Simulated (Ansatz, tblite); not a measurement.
Cost and result up the ladder for the cluster Cu₂Te⁻ (3 atoms). The state is a doublet with charge -1. Geometry: PBE0-D4/def2-TZVPD.

```xyz
3

Cu   -1.1334   -0.4072   -0.7355
Cu    1.1499    0.4021   -0.7123
Te   -0.0165    0.0051    1.4479
```

Ansatz on 2 threads of Arm Neoverse V1 on a shared host; xTB runs through tblite on one thread. Times are rough, summed over both states, and most runs start from the orbitals of an earlier one. B2PLYP/def2-TZVPD serves as the yardstick here, not as an exact answer. Differences are given only for rows in sets of like size (and for xTB, whose basis is part of the method), since another set adds its own error. The other state is a quartet at its own geometry.

In the def2 sets Te takes a core potential; there is no spin–orbit coupling. The xTB rows come from tblite. Correlated methods freeze 22 core orbitals; core or outer-core shells of Te are correlated, in sets that lack core-valence functions. The rows differ in basis, and correlated rows in double-zeta sets carry the largest basis error. In CCSD on the charge -1 quartet the largest single amplitude is 0.16, so its Hartree–Fock determinant may place the open shell otherwise than the density functionals do. The structure comes from a short search, and lower isomers may exist.

Run but left out: HF/STO-3G (doublet: ⟨S²⟩ 3.73, where a pure state has 0.75).

Correlated methods converge slowly with the basis, most of all in double-zeta sets.

xTB has no spin-polarisation term.

```csv
level,functions,quartet − doublet (eV),difference from B2PLYP/def2-TZVPD (eV),remarks
CAM-B3LYP-D4/def2-TZVPD,155,1.60,-0.14,–
B97M-V/def2-TZVPD,155,1.60,-0.14,"HOMO above zero (doublet), HOMO above zero (quartet)"
PBE0-D4/def2-TZVPD,155,1.62,-0.12,"HOMO above zero (doublet), HOMO above zero (quartet)"
ωB97X-V/def2-TZVPD,155,1.66,-0.08,–
CCSD(T)/def2-SVPD,103,1.70,–,–
r2SCAN-D4/def2-TZVPD,155,1.36,-0.38,"HOMO above zero (doublet), HOMO above zero (quartet)"
PBE-D4/def2-TZVPD (with forces),155,1.47,-0.27,"HOMO above zero (doublet), HOMO above zero (quartet)"
RPA@PBE/def2-TZVPD,155,1.42,-0.32,–
GFN1-xTB,27,3.29,1.55,–
GFN2-xTB,27,3.62,1.88,–
B2PLYP/def2-TZVPD,155,1.74,0.00,–
MP2/def2-TZVPD,155,1.90,0.16,–
BHLYP-D4/def2-TZVPD,155,1.64,-0.10,HOMO above zero (quartet)
```

**Question.** Estimate how long each takes.

**Answer.** GFN1-xTB 0.005 s; GFN2-xTB 0.01 s; MP2/def2-TZVPD 16 s; PBE-D4/def2-TZVPD (with forces) 17 s; RPA@PBE/def2-TZVPD 25 s; PBE0-D4/def2-TZVPD 30 s; BHLYP-D4/def2-TZVPD 33 s; CAM-B3LYP-D4/def2-TZVPD 33 s; B2PLYP/def2-TZVPD 40 s; CCSD(T)/def2-SVPD 43 s; r2SCAN-D4/def2-TZVPD 48 s; B97M-V/def2-TZVPD 61 s; ωB97X-V/def2-TZVPD 70 s. On shared hardware such times vary by a factor of up to 3.
